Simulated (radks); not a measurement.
The chlorine ion Cl4+, configuration [Ne] 3s2 4p1 (not the ground configuration).

Calculated with a radial shooting solver on a logarithmic mesh with Libxc functionals: non-relativistic Kohn-Sham, revTPSS, spin-unpolarised, spherical densities, point nucleus; meta-GGA in the generalised Kohn-Sham scheme.

Energy parts (hartree):
total: -453.89587
kinetic: 453.44474
electron-nucleus: -1046.28305
Hartree: 164.86058
exchange-correlation: -25.91813

Orbitals (lengths in bohr, moments of r in powers of bohr):
orbital,occ.,eigenvalue (hartree),<r>
1s,2,-103.9351,0.09128
2s,2,-12.01458,0.4430
2p,6,-9.77964,0.4046
3s,2,-2.93328,1.323
3p,0,-2.39218,1.402
3d,0,-1.63334,1.535
4s,0,-1.19297,2.963
4p,1,-1.03165,3.178
4f,0,-0.68291,3.460

The highest occupied level is 4p at -28.073 eV. The configuration is held as typed, so some empty levels lie below it. The density falls to 0.001 e/bohr^3 at r = 4.18 bohr. The electron density at the nucleus is 3237 e/bohr^3. Virial ratio -V/T = 2.00099.

Run on one thread of a shared host, so times are rough (Intel(R) Xeon(R) Platinum 8488C): 0.08 s of CPU time, 0.09 s wall, 14 iterations on 2476 mesh points.
